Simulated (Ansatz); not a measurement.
System: C₄H₆O₂, charge 0, multiplicity 1. 
Structure (B3LYP-D3(BJ)/def2-TZVP (Ansatz, a program for electronic structure) minimum search):
SMILES: CC(=O)C(C)=O
```xyz
12

C      1.9685    -0.1029     0.0115
C      0.5451    -0.4654    -0.2945
O      0.2137    -1.4189    -0.9577
C     -0.5451     0.4654     0.2945
O     -0.2137     1.4189     0.9577
C     -1.9685     0.1029    -0.0115
H      2.1819     0.9052    -0.3491
H      2.6377    -0.8235    -0.4516
H      2.1221    -0.0765     1.0921
H     -2.1221     0.0765    -1.0921
H     -2.1819    -0.9052     0.3491
H     -2.6377     0.8235     0.4516
```
Charge 0, spin multiplicity 1.

Total electronic energies in hartree. Correlated levels leave the core frozen unless marked. Spin-orbit coupling is left out. Non-relativistic. Basis-set limits of correlation are two-point, X^-3; Hartree-Fock from the larger set. [CCSD(T)-MP2]/basis is that difference in the basis named.

```json
[
 {"level": "HF/STO-3G", "program": "Ansatz", "energy (Eh)": "-300.76015"},
 {"level": "PBE-D4/def2-TZVPD", "program": "Ansatz + dftd4", "energy (Eh)": "(withheld)"},
 {"level": "r2SCAN/def2-TZVPD", "program": "Ansatz", "energy (Eh)": "-306.43216"},
 {"level": "r2SCAN-D4/def2-TZVPD", "program": "Ansatz + dftd4", "energy (Eh)": "-306.43430"},
 {"level": "HSE06-D4/def2-TZVPD", "program": "Ansatz + dftd4", "energy (Eh)": "(withheld)"},
 {"level": "B2PLYP/def2-TZVPD", "program": "Ansatz", "energy (Eh)": "-306.36053"},
 {"level": "RI-MP2/cc-pVTZ", "program": "Ansatz", "energy (Eh)": "-305.91331"},
 {"level": "CCSD(T)/cc-pVTZ", "program": "Ansatz", "energy (Eh)": "-305.99278"},
 {"level": "RI-MP2/CBS(cc-pVTZ,cc-pVQZ)+[CCSD(T)-MP2]/cc-pVTZ", "program": "Ansatz", "energy (Eh)": "-306.1482"}
]
```

**Question.** Complete the blanks.

**Answer.** 
- PBE-D4/def2-TZVPD, energy (Eh): -306.24642
- HSE06-D4/def2-TZVPD, energy (Eh): -306.23935
